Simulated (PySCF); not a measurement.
Mg⁺: ionisation energy

Mg⁺ [Ne] 3s1 (2S) → Mg²⁺ [Ne] (1S), as a difference of total energies. Calculation: PySCF 2.14, in x2c-TZVPPall with one added diffuse shell each of s, p, d type (6s5p4d, 41 functions); the spin-free X2C one-electron Hamiltonian (Gaussian nucleus). Correlated levels: valence and next inner shell: 1s2 frozen. The calculations carry no spin-orbit coupling.

```csv
method,ionisation energy (eV),error (eV)
UHF,14.734,-0.301
MP2 (valence and next inner shell),14.896,-0.139
SCS-MP2 (valence and next inner shell),14.860,-0.175
CCSD (valence and next inner shell),14.898,-0.137
CCSD(T) (valence and next inner shell),14.902,-0.133
```

Reference: 15.035 eV (measured; NIST Atomic Spectra Database, ionization energies).

Errors of the correlated levels include the incompleteness of this basis and the frozen core.
